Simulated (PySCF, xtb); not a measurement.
CH3FMoS2, SMILES [CH3][Mo]([F])(=[S])=[S], multiplicity 1.

Harmonic wavenumbers (cm⁻¹) from GFN2-xTB in xtb at its own minimum, in rising order: 80, 130, 142, 144, 150, 164, 454, 470, 529, 553, 582, 623, 1264, 1417, 1435, 2865, 2873, 2930.

Task: What does PBE-D3(BJ)/def2-SVP (PySCF 2.14.0) give at its own minimum? (Estimate from the structure and the level; the computed values follow.)

Result: 157, 170, 177, 186, 187, 191, 527, 549, 557, 577, 657, 700, 1128, 1329, 1341, 2950, 3059, 3090. Paired by order, the mean absolute difference is 76 cm⁻¹ and the zero-point energies are 24.0 and 25.1 kcal/mol.
